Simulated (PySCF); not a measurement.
**Be⁺: ionisation energy**

Be⁺ [He] 2s1 (2S) → Be²⁺ 1s2 (1S), as a difference of total energies. All numbers are calculated (PySCF 2.14, the spin-free X2C one-electron Hamiltonian (Gaussian nucleus), in cc-pVTZ-DK). The calculations carry no spin-orbit coupling.

| method | ionisation energy (eV) |
| --- | --- |
| UHF | 18.128 |
| BP86 | 18.384 |
| TPSS | 18.386 |

For comparison: 18.211 eV (measured; NIST Atomic Spectra Database, ionization energies).
